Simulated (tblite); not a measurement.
C4H8BrFSi.
Atom-mapped SMILES: `[CH3:1][SiH2:2][C@@H:3]1[CH2:4][C@:5]1([F:6])[Br:7]` (hydrogens: H8, H9, H10 on C1; H11, H12 on Si2; H13 on C3; H14, H15 on C4)

Computed with GFN2-xTB (tblite), gas phase: L-BFGS steps from a force-field or distance-geometry start until the largest atomic force falls under 0.01 eV/Å.

Step 1: E = -630.0069 eV
```
atom  x, y, z in Å  |  force x, y, z in eV/Å
C1      2.3282   -0.3250    0.2297    0.088  -0.107  -0.061
Si2     0.8001    0.6849    0.6297    0.160   0.160   0.745
C3     -0.5790    0.3541   -0.5960    0.343   0.225   0.080
C4     -2.0038    0.4614   -0.1352   -0.506   0.131  -0.119
C5     -1.4494   -0.8430   -0.5945   -0.346   0.307  -0.411
F6     -1.8709   -1.2753   -1.8295    0.134  -0.206   0.595
Br7    -1.3107   -2.2576    0.6955    0.145  -0.138  -0.191
H8      2.1157   -1.3861    0.2801    0.077  -0.124  -0.030
H9      3.1159   -0.1041    0.9426    0.029  -0.036  -0.074
H10     2.6865   -0.0927   -0.7670    0.137  -0.066  -0.046
H11     1.1342    2.1117    0.5769   -0.119   0.053  -0.099
H12     0.3375    0.3767    1.9902   -0.070  -0.014  -0.069
H13    -0.3602    0.7660   -1.5737   -0.185  -0.127  -0.158
H14    -2.7222    0.9383   -0.7895   -0.030   0.012   0.026
H15    -2.2261    0.5987    0.9188    0.142  -0.070  -0.187
```

Step 2: E = -630.0393 eV
```
atom  x, y, z in Å  |  force x, y, z in eV/Å
C1      2.3317   -0.3285    0.2282   -0.088   0.014  -0.019
Si2     0.8048    0.6902    0.6510    0.134  -0.023   0.072
C3     -0.5746    0.3576   -0.5948    0.117   0.215   0.181
C4     -2.0140    0.4628   -0.1369   -0.022   0.073  -0.221
C5     -1.4582   -0.8326   -0.6067   -0.007   0.233   0.299
F6     -1.8669   -1.2798   -1.8133   -0.055  -0.323  -0.006
Br7    -1.3072   -2.2615    0.6912    0.128  -0.042  -0.217
H8      2.1176   -1.3888    0.2794    0.070  -0.126  -0.029
H9      3.1159   -0.1049    0.9403    0.123  -0.049  -0.025
H10     2.6898   -0.0944   -0.7680    0.103  -0.056  -0.039
H11     1.1311    2.1124    0.5746   -0.081   0.139  -0.067
H12     0.3361    0.3765    1.9874   -0.159  -0.076   0.252
H13    -0.3646    0.7630   -1.5782   -0.124  -0.080  -0.085
H14    -2.7234    0.9388   -0.7894   -0.189   0.152  -0.093
H15    -2.2224    0.5971    0.9134    0.049  -0.051  -0.005
```

Step 3: E = -630.0512 eV
```
atom  x, y, z in Å  |  force x, y, z in eV/Å
C1      2.3315   -0.3295    0.2275   -0.035  -0.008  -0.002
Si2     0.8085    0.6916    0.6588    0.063  -0.029  -0.062
C3     -0.5725    0.3616   -0.5916    0.055   0.214   0.083
C4     -2.0167    0.4639   -0.1408   -0.018   0.208  -0.089
C5     -1.4608   -0.8250   -0.6056    0.078  -0.028   0.258
F6     -1.8666   -1.2863   -1.8086   -0.034  -0.251  -0.014
Br7    -1.3042   -2.2633    0.6865    0.119  -0.004  -0.197
H8      2.1193   -1.3915    0.2787    0.066  -0.078  -0.030
H9      3.1177   -0.1060    0.9392    0.105  -0.062  -0.041
H10     2.6924   -0.0957   -0.7689    0.070  -0.055  -0.012
H11     1.1289    2.1147    0.5728   -0.069   0.133  -0.048
H12     0.3332    0.3752    1.9905   -0.156  -0.078   0.279
H13    -0.3678    0.7609   -1.5810   -0.090  -0.076  -0.006
H14    -2.7269    0.9415   -0.7911   -0.175   0.154  -0.090
H15    -2.2206    0.5958    0.9116    0.021  -0.038  -0.031
```

Step 4: E = -630.0687 eV
```
atom  x, y, z in Å  |  force x, y, z in eV/Å
C1      2.3318   -0.3321    0.2263    0.069  -0.046   0.014
Si2     0.8162    0.6942    0.6718   -0.098  -0.020  -0.143
C3     -0.5688    0.3733   -0.5855   -0.175   0.063  -0.040
C4     -2.0221    0.4722   -0.1476    0.065   0.234  -0.014
C5     -1.4632   -0.8145   -0.5998    0.168  -0.220   0.089
F6     -1.8660   -1.3028   -1.7989    0.036  -0.062   0.050
Br7    -1.2959   -2.2667    0.6738    0.106   0.036  -0.104
H8      2.1239   -1.3975    0.2767    0.051   0.007  -0.026
H9      3.1230   -0.1095    0.9358    0.070  -0.081  -0.058
H10     2.6985   -0.0995   -0.7705    0.004  -0.049   0.036
H11     1.1234    2.1218    0.5685   -0.049   0.077  -0.006
H12     0.3245    0.3713    2.0022   -0.091  -0.044   0.171
H13    -0.3755    0.7552   -1.5855   -0.011  -0.034   0.066
H14    -2.7372    0.9500   -0.7962   -0.094   0.114  -0.035
H15    -2.2169    0.5927    0.9069   -0.052   0.025   0.000
```

Question: Estimate the geometry and energy of step 5. (The exact step hangs on the optimiser's Hessian estimate; all steps are aligned on step 4, rigid shifts and turns removed.)

Answer: E = -630.0746 eV, largest force 0.179 eV/Å
```
atom  x, y, z in Å  |  force x, y, z in eV/Å
C1      2.3330   -0.3340    0.2261    0.059  -0.033   0.022
Si2     0.8176    0.6949    0.6752   -0.137  -0.018  -0.097
C3     -0.5703    0.3790   -0.5835   -0.156  -0.001  -0.071
C4     -2.0231    0.4790   -0.1513    0.036   0.121   0.035
C5     -1.4616   -0.8130   -0.5961    0.112  -0.140   0.008
F6     -1.8651   -1.3106   -1.7939    0.065   0.009   0.066
Br7    -1.2906   -2.2675    0.6669    0.106   0.028  -0.034
H8      2.1267   -1.4000    0.2755    0.040   0.018  -0.021
H9      3.1264   -0.1123    0.9334    0.063  -0.079  -0.046
H10     2.7010   -0.1019   -0.7705   -0.014  -0.040   0.033
H11     1.1202    2.1259    0.5667   -0.047   0.024   0.011
H12     0.3195    0.3690    2.0095   -0.040  -0.013   0.056
H13    -0.3788    0.7524   -1.5864    0.018  -0.009   0.061
H14    -2.7429    0.9553   -0.7988   -0.035   0.074   0.000
H15    -2.2163    0.5919    0.9051   -0.069   0.059  -0.021
```

The energy changes by -0.0059 eV. The first-order estimate −F·Δx gives -0.0084 eV and the mean of the old and new forces, exact on a quadratic surface, -0.0059 eV. The step makes an angle of 53° with the force vector and moves no atom by more than 0.009 Å.

The cost below is that of the whole relaxation. The run took 1.4 s wall, 1.3 s CPU on an Intel Xeon at 2.50 GHz with one thread, shared host.
